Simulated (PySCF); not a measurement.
# SnFCl + H₂O → SnF(OH) + HCl

Level: PBE0 in the def2-TZVP basis family, computed in PySCF with density fitting; scalar-relativistic core potentials for atoms from Rb on, none lighter, no spin–orbit coupling; open shells unrestricted.

```csv
species,state and structure,E (Eh),ZPE (kJ/mol),H(298 K) − H(0) (kJ/mol),S° (J/(mol K))
SnFCl,"singlet, Cs, Sn–Cl 2.360 Å, Sn–F 1.935 Å; Cl–Sn–F 96.9°",-774.26630,6.6,12.9,299.8
H₂O,"singlet, C2v, O–H 0.960 Å (×2); H–O–H 105.1°",-76.37736,56.5,9.9,188.7
SnF(OH),"singlet, Cs, O–H 0.963 Å, Sn–F 1.950 Å, Sn–O 1.964 Å; F–Sn–O 94.7°, H–O–Sn 114.1°",-389.95622,38.4,13.3,292.5
HCl,"singlet, C∞v, H–Cl 1.279 Å",-460.66440,17.9,8.7,186.6
```

(1) What is the electronic reaction energy?

(2) Add zero-point, thermal and entropy terms for 298.15 K and 1 bar.

## Answers

(1) At PBE0/def2-TZVP, ΔE = 60.5 kJ/mol from the differences of the total energies times 2625.5, uphill. 

(2) ΔZPE = -6.8 and Δ[H(298) − H(0)] = -0.8 kJ/mol give ΔH° = 52.9 kJ/mol. ΔS° = -9.4 J/(mol K), so ΔG° = 52.9 − 298.15 × (-0.0094) = 56 kJ/mol and log₁₀K = -9.8.

Only the bonding shown was studied: isomers, or loss of a ligand pair, can lie lower.
